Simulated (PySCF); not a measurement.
hydrogen selenide (H₂Se), SMILES [SeH2].

Coordinates come from a ωB97X-D3(BJ)/def2-TZVPD optimisation.

Two levels are set side by side: PBE/def2-TZVPD (PySCF) and PBE0/def2-TZVPD (PySCF). Same geometry, gas phase. Differences are taken from unrounded values.

```csv
quantity,PBE0,PBE,PBE minus PBE0
orbital gap (eV),6.99,5.08,-1.91
highest occupied level (eV),-7.14,-5.97,1.17
lowest empty level (eV),-0.15,-0.89,-0.74
dipole moment (D),0.73,0.67,-0.06
mean polarisability (bohr³),31.4,32.6,1.1
```

Without exact exchange PBE keeps part of each electron's self-repulsion, which lifts occupied levels and narrows the gap. PBE's more diffuse valence density responds more strongly to a field. Differences between two approximate levels are no errors against the true value.

Rough cost on one machine, each run with all the roots and properties that it gave: PBE0 against PBE within a factor of 2.
